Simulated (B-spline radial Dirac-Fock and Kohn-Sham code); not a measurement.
**Elastic scattering of 1.85 keV positrons by the free tin atom**

Level of theory: relativistic (Dirac) partial waves in the static field of the Dirac-Fock atom, without polarisation or absorption potentials; an atomic code on a B-spline grid.

Input file task.json (cfg lists n, l and occupation; rrms is the nuclear radius in fm):

```json
{"items": [{
  "Z": 50,
  "q": 0,
  "cfg": [[1, 0, 2], [2, 0, 2], [2, 1, 6], [3, 0, 2], [3, 1, 6], [3, 2, 10], [4, 0, 2], [4, 1, 6], [4, 2, 10], [5, 0, 2], [5, 1, 2]],
  "A": 120,
  "rrms": 4.6519,
  "do": "elastic",
  "energies": [[1850.0, 1]],
  "theta": [5, 10, 15, 20, 25, 30, 35, 40, 45, 50, 55, 60, 65, 70, 75, 80, 85, 90, 95, 100, 105, 110, 115, 120, 125, 130, 135, 140, 145, 150, 155, 160, 165, 170, 175]
}]}
```

Command: `python xray2_run.py task.json out`

| θ (°) | dσ/dΩ (a₀²/sr) |
| --- | --- |
| 5 | 56.2 |
| 10 | 11.2 |
| 15 | 3.60 |
| 20 | 1.55 |
| 25 | 0.835 |
| 30 | 0.512 |
| 35 | 0.335 |
| 40 | 0.229 |
| 45 | 0.162 |
| 50 | 0.118 |
| 55 | 0.0891 |
| 60 | 0.0688 |
| 65 | 0.0544 |
| 70 | 0.0438 |
| 75 | 0.0360 |
| 80 | 0.0300 |
| 85 | 0.0255 |
| 90 | 0.0219 |
| 95 | 0.0190 |
| 100 | 0.0168 |
| 105 | 0.0149 |
| 110 | 0.0134 |
| 115 | 0.0122 |
| 120 | 0.0112 |
| 125 | 0.0103 |
| 130 | 0.00963 |
| 135 | 0.00904 |
| 140 | 0.00855 |
| 145 | 0.00814 |
| 150 | 0.00781 |
| 155 | 0.00754 |
| 160 | 0.00732 |
| 165 | 0.00716 |
| 170 | 0.00705 |
| 175 | 0.00699 |

The total elastic cross section is 6.40 a₀², the first transport cross section 0.390 a₀² and the second, weighted with (3/2) sin²θ, 0.784 a₀². The mean deflection is ⟨1 − cos θ⟩ = 0.0609, and 1.2 % of the collisions scatter beyond 90°.

Phase shifts modulo π (rad) for κ = −1 to −5: -0.945, 0.147, 0.884, 1.396, -1.375.

Values without a named source are computed, but for edge energies of neutral atoms, which are taken from tables.
